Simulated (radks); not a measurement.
The numbers below are computed, except where a source is named.
Problem. Species: the cerium ion Ce32+. Configuration: [Ar] 3d8. Code: a radial shooting solver on a logarithmic mesh with Libxc functionals. Model: Dirac Kohn-Sham, exchange-only PBE, spin-unpolarised, spherical densities, finite nucleus; open shells fill j = l - 1/2 first; Fermi nuclear charge, rms radius 4.8771 fm.

Spin-orbit splittings of the eigenvalues, e(l+1/2) - e(l-1/2), with zeta = 2 splitting/(2l+1) and mean radii in bohr:

shell  occ.  splitting (eV)  zeta (eV)  <r> j=l-1/2  <r> j=l+1/2
2p        6           449.9      299.9      0.08761      0.09375
3p        6               ?          ?       0.2583       0.2691
3d        8           21.33      8.533       0.2380       0.2414

Estimate the 3p splitting.

Solution. 95.67 eV (zeta = 63.78 eV).
